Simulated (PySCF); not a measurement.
## C₆ coefficients of unlike pairs at UHF

Calculated with PySCF 2.14 from the dipole response of each species, C₆(A,B) = (3/π) ∫ α_A(iu) α_B(iu) du, in atomic units, from isotropic polarisabilities. For ions this is the dispersion term alone; charge-induced terms of lower order in 1/R come first.

```json
{"species": "Mo³⁺", "configuration": "[Kr] 4d3 (4F)", "basis": "def2-QZVPPD with the def2 core potential (28 electrons) (7s5p4d3f2g)", "relativity": "core potential", "α (bohr³)": "5.410", "C₆ (like pair)": "23.99"}
{"species": "B", "configuration": "[He] 2s2 2p1 (2P)", "basis": "aug-cc-pwCVDZ (5s4p2d)", "relativity": "none", "α (bohr³)": "21.84", "C₆ (like pair)": "105.4"}
{"species": "Ge²⁺", "configuration": "[Ar] 3d10 4s2 (1S)", "basis": "aug-cc-pVQZ-PP with ECP10MDF (7s6p5d3f2g)", "relativity": "core potential", "α (bohr³)": "11.96", "C₆ (like pair)": "47.27"}
{"species": "B⁺", "configuration": "[He] 2s2 (1S)", "basis": "dyall-acv3z (15s9p4d2f)", "relativity": "none", "α (bohr³)": "11.38", "C₆ (like pair)": "31.70"}
```

(1) Estimate C₆ for Ge²⁺ with B.

No spin-orbit coupling is included.

The other pairs:

```json
{"pair": "Ge²⁺, Mo³⁺", "C₆": "30.78"}
{"pair": "B, Mo³⁺", "C₆": "41.73"}
{"pair": "B⁺, B", "C₆": "57.76"}
{"pair": "B⁺, Ge²⁺", "C₆": "38.23"}
{"pair": "B⁺, Mo³⁺", "C₆": "23.29"}
```

## Answers

(1) The integral gives 69.35. The combination rule 2 C_A C_B / (C_A α_B/α_A + C_B α_A/α_B) gives 69.19 and the geometric mean 70.58.
